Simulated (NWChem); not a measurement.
The numbers come from NWChem runs, not from measurements. System: HFSSi, charge 0, spin multiplicity 1, at a geometry optimised with PBE/def2-SVP. The structure started from a generated list of species. Level: G0W0@PBE/def2-TZVPP, RI basis def2-tzvpp-rifit.

NWChem printed:

```
             Northwest Computational Chemistry Package (NWChem) 7.3.0
             --------------------------------------------------------

                                NWChem Input Module
                                -------------------

 Scaling coordinates for geometry "geometry" by  1.889725989
 (inverse scale =  0.529177249)

 Turning off AUTOSYM since
 SYMMETRY directive was detected!

                             Geometry "geometry" -> ""
                             -------------------------

 Output coordinates in angstroms (scale by  1.889725989 to convert to a.u.)

  No.       Tag          Charge          X              Y              Z
 ---- ---------------- ---------- -------------- -------------- --------------
    1 Si                  14.0000    -0.80644300    -0.47450200     0.00000000
    2 F                    9.0000     0.32505700    -1.67948300     0.00000000
    3 S                   16.0000     0.55360100     1.22840500     0.00000000
    4 H                    1.0000    -0.49293600     2.10388200     0.00000000

 Effective nuclear repulsion energy (a.u.)     131.1402982768

            Nuclear Dipole moment (a.u.)
            ----------------------------
        X                 Y               Z
 ---------------- ---------------- ----------------
    -0.0000170075    -0.0000245664     0.0000000000

      Symmetry information
      --------------------

 Group name             Cs
 Group number              2
 Group order               2
 No. of unique centers     4

      Symmetry unique atoms

     1    2    3    4


 Summary of "ao basis" -> "" (spherical)
 ------------------------------------------------------------------------------
       Tag                 Description            Shells   Functions and Types
 ---------------- ------------------------------  ------  ---------------------
 *                         def2-tzvpp                 on all atoms

 new library libraries.bse/

 Summary of "ri basis" -> "" (spherical)
 ------------------------------------------------------------------------------
       Tag                 Description            Shells   Functions and Types
 ---------------- ------------------------------  ------  ---------------------
 *                      def2-tzvpp-rifit              on all atoms

  pbe96 is a nonlocal functional; adding pw91lda local functional.

                                 NWChem DFT Module
                                 -----------------
[...]
    92     -0.631110  3 S  py                91      0.556685  3 S  px
   117      0.311382  4 H  s                 88      0.277357  3 S  px
    89     -0.267096  3 S  py                18     -0.252424  1 Si px
    19      0.235504  1 Si py                 4     -0.195427  1 Si s

 center of mass
 --------------
 x =   0.01930349 y =  -0.08951926 z =   0.00000000

 moments of inertia (a.u.)
 ------------------
         401.437125724364         -75.241781565671           0.000000000000
         -75.241781565671         107.979591931938           0.000000000000
           0.000000000000           0.000000000000         509.416717656302

     Multipole analysis of the density
     ---------------------------------

     L   x y z        total         alpha         beta         nuclear
     -   - - -        -----         -----         ----         -------
     0   0 0 0      0.000000    -20.000000    -20.000000     40.000000

     1   1 0 0     -0.484956     -0.242469     -0.242469     -0.000017
     1   0 1 0      0.446262      0.223143      0.223143     -0.000025
     1   0 0 1     -0.000000     -0.000000     -0.000000      0.000000

     2   2 0 0    -23.943039    -39.115954    -39.115954     54.288869
     2   1 1 0     -0.739742    -18.738595    -18.738595     36.737448
     2   1 0 1      0.000000      0.000000      0.000000      0.000000
     2   0 2 0    -23.284913   -113.610769   -113.610769    203.936624
     2   0 1 1     -0.000000     -0.000000     -0.000000      0.000000
     2   0 0 2    -22.857418    -11.428709    -11.428709      0.000000

 Task  times  cpu:       19.3s     wall:       19.3s

                                NWChem Input Module
                                -------------------

                                 NWChem GW Module
                                 ----------------

                             ***********************
                             ***        GW       ***
                             ***********************

 Summary of "ri basis" -> "ri basis" (spherical)
 ------------------------------------------------------------------------------
       Tag                 Description            Shells   Functions and Types
 ---------------- ------------------------------  ------  ---------------------
 Si                     def2-tzvpp-rifit            33      123   11s8p7d5f2g
 F                      def2-tzvpp-rifit            22       76   8s6p4d3f1g
 S                      def2-tzvpp-rifit            33      123   11s8p7d5f2g
 H                      def2-tzvpp-rifit            10       30   4s3p2d1f

                 Memory Information
                 ------------------
          Available GA per process is          1699.9 MBs
          Available stack per process is        700.0 MBs
          Available heap per process is           0.0 MBs

          Peak memory in Initialization
              Peak GA per process is                  8.7 MBs
              Peak stack per process is               0.2 MBs
              Peak heap per process is                9.1 MBs
              Memory not in MA per process            0.0 MBs

          Peak memory in AFF Calculation
              Peak GA per process is                 49.6 MBs
              Peak stack per process is              36.3 MBs
              Peak heap per process is                0.0 MBs
              Memory not in MA per process           36.3 MBs

          Computing 2-center integrals
          Computing Inverse Cholesky factor
          Computing 3-center integrals
          Computing V_xc ...

          Computing Sigma_x
          Computing RPA polarizability
          Solving quasiparticle equations

                  Alpha Orbitals
          State     Energy (eV)     Error (eV)
          -----------------------------------
@GW        17        -13.143           0.002
@GW        18        -12.583           0.003
@GW        19         -9.799           0.002
@GW        20         -9.273           0.002
@GW        21         -0.411           0.002
@GW        22          1.686           0.005

   Applying  -2.9871 eV scissor-shift to rest of particle states

   Applying   2.6544 eV scissor-shift to rest of hole states

     GW Timing Statistics
   ------------------------
   Init.   :          0.1s
     ERIs  :          1.3s
     Distr.:          0.0s
     Vxc   :          0.3s
   Sigma_x :          0.0s
   RPA     :          3.3s
   Wmn     :          0.1s
   Sigma_c :          0.0s
   GW total:          5.1s

 Task  times  cpu:        5.1s     wall:        5.1s

 Total times  cpu:       24.4s     wall:       24.4s
```

Write an NWChem input that would produce this output.

Several could match; the one computed here: 
```
start mol
memory heap 200 mb stack 700 mb global 1700 mb
geometry units angstroms nocenter noautoz
  Si    -0.806443    -0.474502     0.000000
  F      0.325057    -1.679483     0.000000
  S      0.553601     1.228405     0.000000
  H     -0.492936     2.103882     0.000000
  symmetry group Cs
end
basis spherical
  * library def2-tzvpp
end
basis "ri basis" bse spherical
  * library def2-tzvpp-rifit
end
dft
  xc xpbe96 cpbe96
  iterations 100
  direct
  tolerances tight
end
task dft energy
gw
  states alpha occ 4 vir 2
end
task dft gw
```
